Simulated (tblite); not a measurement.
Record of a relaxation.

C₇H₁₄Ge.
Numbering: `[CH2:1]1[CH2:2][C@@H:3]([CH:4]2[CH2:5][CH2:6]2)[CH2:7][GeH2:8]1` (hydrogens: H9, H10 on C1; H11, H12 on C2; H13 on C3; H14 on C4; H15, H16 on C5; H17, H18 on C6; H19, H20 on C7; H21, H22 on Ge8)

Computed with GFN2-xTB (tblite), gas phase: L-BFGS steps from a force-field or distance-geometry start until the largest atomic force falls under 0.01 eV/Å. 9 of its 101 geometries are shown.

Step 0: E = -652.7506 eV, largest atomic force 3.867 eV/Å
```
atom  x, y, z in Å  |  force x, y, z in eV/Å
C1      1.790   -0.664    0.877    1.104   0.188  -0.139
C2      0.635   -1.190    0.052   -0.022  -2.226   2.537
C3     -0.129   -0.105   -0.547   -3.066   0.708  -2.247
C4     -1.149    0.556    0.378   -0.080  -1.296   0.646
C5     -2.171   -0.466    0.895    0.158   0.689   0.470
C6     -2.593    0.649   -0.036   -0.393  -0.088   0.813
C7      0.727    0.874   -1.283    0.979   1.705   0.242
Ge8     2.481    0.622   -0.432    0.904   0.256  -0.055
H9      1.488   -0.116    1.784    0.002  -0.642  -0.224
H10     2.532   -1.463    1.090   -0.631   0.493   0.283
H11     1.001   -1.915   -0.691   -0.096   0.310   0.140
H12    -0.042   -1.729    0.778    0.510  -0.023  -0.831
H13    -0.787   -0.579   -1.331    0.280   0.144   0.417
H14    -0.746    1.219    1.166   -0.302  -0.179  -0.740
H15    -2.188   -1.463    0.430    0.100   0.526   0.751
H16    -2.365   -0.361    1.994   -0.204  -0.502  -1.316
H17    -2.907    0.315   -1.030    0.298   0.422   0.381
H18    -3.258    1.389    0.434    0.555  -0.089  -0.556
H19     0.760    0.740   -2.364   -0.221   0.090   0.129
H20     0.425    1.921   -1.030   -0.065  -0.684  -0.591
H21     3.017    1.900    0.213    0.189  -0.227  -0.306
H22     3.469   -0.112   -1.347    0.002   0.425   0.195
```

Step 12: E = -653.4546 eV, largest atomic force 0.200 eV/Å
```
atom  x, y, z in Å  |  force x, y, z in eV/Å
C1      1.808   -0.657    0.871   -0.014  -0.032  -0.064
C2      0.633   -1.242    0.086    0.025  -0.025   0.036
C3     -0.195   -0.137   -0.601    0.024  -0.038  -0.075
C4     -1.171    0.460    0.397    0.054   0.046  -0.167
C5     -2.223   -0.459    0.943    0.070  -0.025   0.037
C6     -2.612    0.637    0.008    0.116   0.152  -0.055
C7      0.732    0.912   -1.256    0.007  -0.037   0.062
Ge8     2.517    0.656   -0.418   -0.044   0.043  -0.003
H9      1.469   -0.168    1.787   -0.017  -0.074  -0.102
H10     2.501   -1.449    1.150    0.004   0.066   0.035
H11     1.018   -1.918   -0.687    0.030   0.081   0.068
H12    -0.011   -1.824    0.750    0.053  -0.029  -0.093
H13    -0.788   -0.610   -1.392   -0.019  -0.040   0.058
H14    -0.734    1.207    1.052   -0.053  -0.099   0.040
H15    -2.225   -1.466    0.561   -0.093  -0.123  -0.076
H16    -2.501   -0.410    1.981   -0.055   0.145   0.126
H17    -2.901    0.380   -1.001   -0.015  -0.032   0.025
H18    -3.151    1.482    0.405   -0.028   0.057   0.027
H19     0.775    0.765   -2.338   -0.016  -0.012   0.113
H20     0.351    1.922   -1.093   -0.018  -0.097  -0.006
H21     3.161    1.894    0.138    0.007   0.054   0.046
H22     3.537    0.044   -1.342   -0.017   0.020  -0.033
```

Step 25: E = -653.5049 eV, largest atomic force 0.111 eV/Å
```
atom  x, y, z in Å  |  force x, y, z in eV/Å
C1      1.817   -0.658    0.866   -0.017  -0.010  -0.020
C2      0.689   -1.290    0.054   -0.041   0.029  -0.032
C3     -0.185   -0.205   -0.608   -0.025  -0.020   0.029
C4     -1.156    0.398    0.388    0.026   0.020   0.048
C5     -2.276   -0.420    0.962    0.042  -0.013  -0.036
C6     -2.576    0.692    0.000   -0.004  -0.033   0.039
C7      0.709    0.882   -1.244   -0.056  -0.055   0.000
Ge8     2.493    0.699   -0.395   -0.029   0.010  -0.007
H9      1.418   -0.183    1.763    0.007  -0.019  -0.002
H10     2.543   -1.403    1.183   -0.008  -0.027  -0.011
H11     1.119   -1.908   -0.740    0.051   0.033   0.016
H12     0.071   -1.941    0.675   -0.023   0.016   0.011
H13    -0.781   -0.689   -1.389   -0.001  -0.021  -0.023
H14    -0.690    1.098    1.071    0.042   0.059   0.025
H15    -2.401   -1.436    0.614    0.006   0.025  -0.001
H16    -2.519   -0.289    2.008   -0.026  -0.001  -0.108
H17    -2.899    0.424   -0.996    0.046  -0.016   0.037
H18    -3.063    1.580    0.376    0.088   0.019   0.014
H19     0.790    0.731   -2.320   -0.039  -0.009  -0.003
H20     0.268    1.867   -1.093   -0.007  -0.017  -0.027
H21     3.126    1.933    0.196   -0.049   0.017   0.001
H22     3.497    0.141   -1.372    0.016   0.014   0.050
```

Step 38: E = -653.5338 eV, largest atomic force 0.124 eV/Å
```
atom  x, y, z in Å  |  force x, y, z in eV/Å
C1      1.803   -0.665    0.868    0.029  -0.012  -0.015
C2      0.725   -1.334    0.020    0.014  -0.074   0.061
C3     -0.194   -0.280   -0.605   -0.017  -0.009  -0.036
C4     -1.103    0.354    0.422    0.017   0.041   0.004
C5     -2.288   -0.373    0.971   -0.068  -0.009  -0.037
C6     -2.487    0.759    0.011    0.060   0.083  -0.017
C7      0.649    0.816   -1.281    0.042   0.031  -0.017
Ge8     2.415    0.750   -0.371   -0.020  -0.011   0.019
H9      1.379   -0.244    1.780    0.002  -0.028  -0.048
H10     2.564   -1.385    1.163    0.017   0.018  -0.014
H11     1.214   -1.892   -0.785   -0.013   0.024  -0.040
H12     0.133   -2.046    0.595   -0.022  -0.015   0.100
H13    -0.826   -0.779   -1.345   -0.017  -0.014  -0.064
H14    -0.579    1.014    1.103    0.006   0.068   0.040
H15    -2.483   -1.370    0.614   -0.026  -0.118  -0.029
H16    -2.563   -0.222    2.003    0.036  -0.009   0.044
H17    -2.801    0.520   -0.995   -0.003   0.020   0.031
H18    -2.884    1.694    0.376   -0.056   0.010   0.044
H19     0.735    0.637   -2.352    0.064  -0.060  -0.004
H20     0.156    1.780   -1.165    0.015   0.021  -0.035
H21     2.914    2.030    0.258   -0.034  -0.029  -0.042
H22     3.510    0.256   -1.288   -0.026   0.070   0.054
```

Step 50: E = -653.5758 eV, largest atomic force 0.211 eV/Å
```
atom  x, y, z in Å  |  force x, y, z in eV/Å
C1      1.804   -0.697    0.843   -0.021   0.028  -0.038
C2      0.747   -1.398   -0.002   -0.113   0.035  -0.071
C3     -0.210   -0.359   -0.608   -0.036   0.047  -0.028
C4     -1.048    0.327    0.449    0.139  -0.140   0.076
C5     -2.304   -0.316    0.955    0.030  -0.044   0.079
C6     -2.379    0.888    0.075   -0.005   0.104  -0.114
C7      0.625    0.684   -1.366   -0.006  -0.020   0.005
Ge8     2.292    0.836   -0.307   -0.017   0.061  -0.041
H9      1.360   -0.381    1.784    0.091   0.033   0.092
H10     2.630   -1.366    1.067    0.042  -0.030   0.037
H11     1.228   -1.924   -0.829    0.072  -0.030  -0.050
H12     0.205   -2.138    0.585   -0.123  -0.015   0.056
H13    -0.888   -0.861   -1.306   -0.014  -0.056   0.022
H14    -0.460    0.906    1.154    0.003  -0.027   0.048
H15    -2.606   -1.266    0.542    0.061  -0.052  -0.012
H16    -2.563   -0.198    1.998    0.016  -0.023  -0.018
H17    -2.682    0.761   -0.950   -0.177  -0.019  -0.087
H18    -2.697    1.817    0.515   -0.029   0.157   0.014
H19     0.831    0.334   -2.378    0.027   0.003   0.014
H20     0.073    1.620   -1.451    0.018  -0.020  -0.032
H21     2.497    2.178    0.340    0.006  -0.010   0.087
H22     3.537    0.572   -1.107    0.036   0.019  -0.039
```

Step 62: E = -653.6000 eV, largest atomic force 0.044 eV/Å
```
atom  x, y, z in Å  |  force x, y, z in eV/Å
C1      1.813   -0.707    0.826   -0.015   0.008  -0.018
C2      0.724   -1.400    0.005    0.022  -0.037   0.010
C3     -0.218   -0.363   -0.623    0.014  -0.038   0.008
C4     -1.037    0.330    0.441    0.015   0.009  -0.020
C5     -2.298   -0.307    0.942    0.011   0.013   0.004
C6     -2.366    0.934    0.103    0.014  -0.001  -0.019
C7      0.639    0.635   -1.410   -0.015   0.002   0.004
Ge8     2.256    0.870   -0.291   -0.011   0.007   0.001
H9      1.428   -0.406    1.800    0.024  -0.026  -0.005
H10     2.653   -1.378    1.000   -0.035   0.022  -0.001
H11     1.199   -1.958   -0.805   -0.006  -0.022  -0.020
H12     0.158   -2.110    0.612   -0.011   0.012   0.031
H13    -0.908   -0.879   -1.301    0.000  -0.003  -0.015
H14    -0.435    0.867    1.167   -0.002   0.024  -0.018
H15    -2.603   -1.241    0.491   -0.005   0.030   0.011
H16    -2.542   -0.235    1.991    0.011   0.003   0.004
H17    -2.727    0.842   -0.911    0.010  -0.002   0.002
H18    -2.644    1.864    0.577   -0.010  -0.030  -0.008
H19     0.917    0.201   -2.372   -0.010   0.012   0.008
H20     0.086    1.550   -1.614   -0.011   0.010   0.013
H21     2.350    2.188    0.430   -0.002  -0.011   0.034
H22     3.543    0.724   -1.058    0.010   0.020  -0.009
```

Step 75: E = -653.6059 eV, largest atomic force 0.034 eV/Å
```
atom  x, y, z in Å  |  force x, y, z in eV/Å
C1      1.822   -0.721    0.808   -0.012  -0.015   0.000
C2      0.721   -1.418    0.007   -0.030   0.000  -0.017
C3     -0.216   -0.383   -0.631   -0.005   0.028  -0.006
C4     -1.025    0.329    0.427   -0.011   0.003   0.004
C5     -2.286   -0.289    0.946   -0.002   0.006   0.005
C6     -2.350    0.940    0.089    0.006  -0.004   0.005
C7      0.630    0.626   -1.415    0.013   0.011   0.000
Ge8     2.233    0.882   -0.279    0.010   0.006  -0.014
H9      1.452   -0.435    1.792    0.005  -0.004   0.015
H10     2.667   -1.388    0.967    0.014  -0.007  -0.019
H11     1.174   -2.005   -0.795    0.022  -0.002   0.000
H12     0.149   -2.099    0.640   -0.010  -0.020   0.002
H13    -0.910   -0.900   -1.305    0.016   0.010  -0.002
H14    -0.414    0.880    1.136    0.000  -0.010  -0.004
H15    -2.602   -1.226    0.509    0.000   0.016   0.016
H16    -2.519   -0.202    1.996   -0.006   0.008   0.005
H17    -2.721    0.840   -0.920    0.008  -0.013   0.008
H18    -2.616    1.876    0.557   -0.017  -0.010  -0.019
H19     0.924    0.205   -2.379   -0.010  -0.006   0.021
H20     0.061    1.534   -1.615    0.014  -0.018   0.004
H21     2.286    2.166    0.507   -0.009   0.007  -0.013
H22     3.529    0.809   -1.044    0.004   0.011   0.010
```

Step 88: E = -653.6085 eV, largest atomic force 0.033 eV/Å
```
atom  x, y, z in Å  |  force x, y, z in eV/Å
C1      1.829   -0.739    0.798   -0.002  -0.007   0.003
C2      0.717   -1.428    0.002    0.017  -0.009   0.009
C3     -0.218   -0.388   -0.632    0.008  -0.011  -0.002
C4     -1.019    0.330    0.428    0.008   0.006  -0.005
C5     -2.283   -0.271    0.959    0.004   0.003   0.006
C6     -2.341    0.944    0.081   -0.012  -0.001  -0.005
C7      0.632    0.616   -1.417   -0.001   0.007  -0.002
Ge8     2.217    0.891   -0.265    0.016  -0.029   0.005
H9      1.482   -0.478    1.797   -0.007  -0.002  -0.014
H10     2.683   -1.403    0.921   -0.008   0.006  -0.016
H11     1.166   -2.018   -0.801   -0.001   0.011  -0.006
H12     0.143   -2.108    0.635    0.010   0.007   0.000
H13    -0.915   -0.900   -1.306   -0.001  -0.006  -0.005
H14    -0.400    0.880    1.129   -0.002   0.019   0.011
H15    -2.612   -1.211    0.542    0.003  -0.001   0.004
H16    -2.512   -0.160    2.008   -0.005  -0.001   0.006
H17    -2.707    0.822   -0.927   -0.010   0.002  -0.006
H18    -2.607    1.890    0.527   -0.003   0.000   0.001
H19     0.933    0.186   -2.374   -0.008   0.006   0.014
H20     0.065    1.521   -1.626   -0.006  -0.007  -0.022
H21     2.208    2.170    0.529    0.006   0.008   0.010
H22     3.528    0.875   -1.008   -0.007  -0.001   0.012
```

Step 100: E = -653.6093 eV, largest atomic force 0.009 eV/Å
```
atom  x, y, z in Å  |  force x, y, z in eV/Å
C1      1.833   -0.746    0.792   -0.003   0.000   0.003
C2      0.714   -1.426    0.001   -0.004  -0.001  -0.006
C3     -0.218   -0.381   -0.631   -0.003   0.002  -0.002
C4     -1.023    0.341    0.425    0.001   0.003  -0.003
C5     -2.279   -0.267    0.967    0.006  -0.002   0.003
C6     -2.353    0.935    0.075   -0.001  -0.001   0.001
C7      0.636    0.621   -1.415    0.004  -0.003   0.005
Ge8     2.221    0.889   -0.259    0.001   0.001   0.005
H9      1.493   -0.493    1.796   -0.004   0.005   0.007
H10     2.686   -1.413    0.901    0.003   0.001   0.005
H11     1.156   -2.015   -0.806    0.003  -0.001  -0.008
H12     0.141   -2.104    0.636   -0.004  -0.001  -0.001
H13    -0.913   -0.893   -1.306   -0.007   0.003   0.000
H14    -0.410    0.907    1.119    0.005  -0.001  -0.006
H15    -2.598   -1.217    0.562    0.001  -0.002   0.002
H16    -2.507   -0.148    2.015    0.002   0.003   0.001
H17    -2.722    0.797   -0.931    0.001  -0.002  -0.001
H18    -2.629    1.884    0.509    0.001  -0.003   0.003
H19     0.941    0.185   -2.368    0.000   0.003  -0.002
H20     0.070    1.524   -1.632    0.002  -0.004  -0.005
H21     2.217    2.163    0.546   -0.001  -0.001   0.000
H22     3.534    0.875   -0.997   -0.002   0.001  -0.002
```

Problem. Summarise the path.

Solution. The energy falls by 19.80 kcal/mol from step 0 to step 100; nine tenths of that is first reached at step 34. It rises by more than 0.2 meV at step 51. The largest force goes from 3.867 to 0.009 eV/Å. Among the bonds C2–C3 changes most, from 1.456 to 1.536 Å; the atoms move by 0.505 Å rms after alignment.

Problem. Follow the three bonds and two angles with the largest change from start to end.

Solution. 
```csv
step,E above end (kcal/mol),largest force (eV/Å),C2–C3 (Å),C5–H16 (Å),C3–C7 (Å),Ge8–C7–H20 (°),H21–Ge8–H22 (°)
0,19.80,3.867,1.456,1.121,1.494,105.2,115.2
4,6.51,0.591,1.547,1.065,1.541,110.1,115.5
9,4.04,0.227,1.549,1.082,1.542,111.1,108.0
13,3.41,0.179,1.538,1.077,1.544,111.9,104.9
17,3.06,0.145,1.541,1.081,1.539,112.3,104.0
22,2.63,0.174,1.539,1.077,1.545,112.6,105.5
26,2.37,0.091,1.543,1.082,1.543,112.8,106.1
30,2.18,0.110,1.538,1.078,1.541,112.6,106.4
35,1.93,0.105,1.538,1.081,1.542,112.5,107.3
39,1.68,0.131,1.532,1.078,1.538,112.5,106.7
43,1.42,0.118,1.537,1.081,1.539,112.2,105.5
48,1.02,0.167,1.535,1.077,1.536,112.9,105.4
52,0.62,0.129,1.537,1.082,1.536,114.0,105.9
57,0.30,0.073,1.534,1.079,1.534,114.5,106.4
61,0.23,0.049,1.536,1.080,1.534,114.9,106.0
65,0.17,0.079,1.534,1.079,1.533,114.9,105.8
70,0.12,0.049,1.537,1.080,1.532,115.1,105.7
74,0.09,0.032,1.536,1.079,1.533,114.9,105.9
78,0.06,0.038,1.536,1.080,1.532,115.0,106.2
83,0.03,0.025,1.536,1.080,1.532,114.8,105.9
87,0.02,0.027,1.536,1.080,1.532,114.5,106.0
91,0.01,0.018,1.536,1.079,1.533,114.6,105.5
96,0.00,0.014,1.536,1.080,1.532,114.8,105.8
100,0.00,0.009,1.536,1.080,1.532,114.8,105.8
```

The cost below is that of the whole relaxation. Hardware: an Intel Xeon at 2.70 GHz with one thread, on a shared host. Cost: 1.0 s of wall time.
